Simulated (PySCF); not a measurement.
Species: C4H8BNO3.
Atom-mapped SMILES: `[NH2:1][C:2](=[O:3])[C@H:4]1[CH2:5][CH2:6][O:7][BH:8][O:9]1` (hydrogens: H10, H11 on N1; H12 on C4; H13, H14 on C5; H15, H16 on C6; H17 on B8)

Structure used (PBE0-D3(BJ)/def2-SVP), in Å, numbered top down from 1:
```
atom  x, y, z in Å
N1     2.650   -0.143    0.165
C2     1.600   -0.986    0.145
O3     1.628   -2.148    0.499
C4     0.305   -0.379   -0.388
C5    -0.854   -0.649    0.554
C6    -2.100    0.036    0.036
O7    -1.863    1.408   -0.225
B8    -0.619    1.845   -0.528
O9     0.458    1.010   -0.625
H10    3.542   -0.477    0.502
H11    2.528    0.816   -0.131
H12    0.117   -0.880   -1.356
H13   -0.601   -0.261    1.556
H14   -0.994   -1.735    0.652
H15   -2.920   -0.027    0.767
H16   -2.452   -0.446   -0.893
H17   -0.444    3.022   -0.721
```

Level: PBE0/pcSseg-1 and CAM-B3LYP/def2-SVPD in PySCF, non-relativistic, on one gas-phase PBE0-D3(BJ)/def2-SVP geometry that isn't relaxed in the solvent. The solvent is an IEF-PCM continuum (van der Waals radii × 1.2). The model holds no explicit solvent molecules, cavitation or dispersion.

Gas phase at PBE0/pcSseg-1: HOMO -7.47 eV, LUMO 0.37 eV, dipole 0.88 D.

What does the continuum do to the energy, the frontier levels and the dipole at PBE0/pcSseg-1 in chloroform?

```
   solvent      ε  E(solvent) − E(gas) (kcal/mol)  polarisation term (kcal/mol)  distortion of the solute (kcal/mol)  HOMO (eV)  LUMO (eV)  dipole (D)
chloroform  4.711                           -6.99                         -7.69                                 0.70      -7.56       0.47        1.10
```

The polarisation term is half the interaction of the solute with the surface charges that it induces; the rest is the cost of distorting the solute's density. The sum is the electrostatic part of solvation alone.

Give the dipole vector in the frame of the coordinates (D, pointing from negative to positive charge), gas and chloroform.

Gas (0.14, 0.85, -0.19), solvent (0.18, 1.05, -0.28). Its length changes by +24 % and its direction by 2°.

Which Mulliken charges (PBE0/pcSseg-1) respond most in chloroform (means over atoms taken as equivalent)?

| atoms | environment | gas (e) | solvent (e) | change |
| --- | --- | --- | --- | --- |
| O3 | amide oxygen | -0.436 | -0.483 | -0.047 |
| O7 | boron-bound oxygen | -0.501 | -0.518 | -0.017 |
| H10 | amide N–H hydrogen | +0.202 | +0.217 | +0.015 |
| H12 | methine hydrogen | +0.150 | +0.163 | +0.013 |
| H16 | methylene hydrogen | +0.117 | +0.129 | +0.012 |
| H11 | amide N–H hydrogen | +0.226 | +0.236 | +0.010 |
| N1 | amide nitrogen | -0.392 | -0.382 | +0.010 |
| H15 | methylene hydrogen | +0.134 | +0.141 | +0.007 |
| H13 | methylene hydrogen | +0.136 | +0.142 | +0.006 |
| H17 | B–H hydrogen | -0.026 | -0.030 | -0.004 |
| O9 | boron-bound oxygen | -0.544 | -0.548 | -0.004 |
| C4 | sp3 carbon bound to oxygen | +0.052 | +0.055 | +0.003 |

Gas phase at CAM-B3LYP/def2-SVPD: HOMO -9.06 eV, LUMO 0.82 eV, dipole 1.06 D.

What does the continuum do to the energy, the frontier levels and the dipole at CAM-B3LYP/def2-SVPD in chloroform?

```csv
solvent,ε,E(solvent) − E(gas) (kcal/mol),polarisation term (kcal/mol),distortion of the solute (kcal/mol),HOMO (eV),LUMO (eV),dipole (D)
chloroform,4.711,-7.29,-8.17,0.88,-9.15,0.99,1.35
```

How does the static polarisability (CAM-B3LYP/def2-SVPD, frozen core, with the continuum's full static response) change?

```csv
medium,isotropic (au),principal values (au),⟨r²⟩ of the electrons (bohr²)
gas,75.6,"58.7, 83.5, 84.6",1195.4
chloroform,91.6,"72.3, 99.3, 103.4",1195.9
```

The isotropic value in chloroform is 1.21 times the gas-phase one; no cavity-field correction is applied. ⟨r²⟩ is taken about the centre of nuclear charge.

Hardware: one thread, Arm Neoverse V2 (aarch64), no GPU, shared host with 96 logical CPUs at a one-minute load of 78. This is the whole shielding run at PBE0/pcSseg-1 in chloroform, SCF included.
